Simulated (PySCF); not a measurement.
**Excitation energy of Cl⁺ by level of theory**

Cl⁺ [Ne] 3s2 3p4 (3P) → Cl⁺ [Ne] 3s2 3p3 4s1 (5S), as a difference of total energies. All numbers are calculated (PySCF 2.14, the non-relativistic Hamiltonian (point nucleus), in aug-cc-pV(Q+d)Z). Correlated levels: valence: [Ne] frozen. The calculations carry no spin-orbit coupling.

```csv
method,excitation energy (eV),error (eV)
UHF,12.642,-0.691
LDA,13.317,-0.016
PBE,13.291,-0.042
PBE0,13.396,+0.063
r2SCAN,13.604,+0.271
LC-wPBE,13.788,+0.455
PBEsol,13.298,-0.035
revPBE,13.346,+0.013
M06,13.580,+0.247
MP2 (valence),13.134,-0.199
SCS-MP2 (valence),13.382,+0.049
```

Reference: 13.333 eV (measured; NIST levels, between the centres of gravity of the two terms).

Errors of the correlated levels include the incompleteness of this basis and the frozen core.
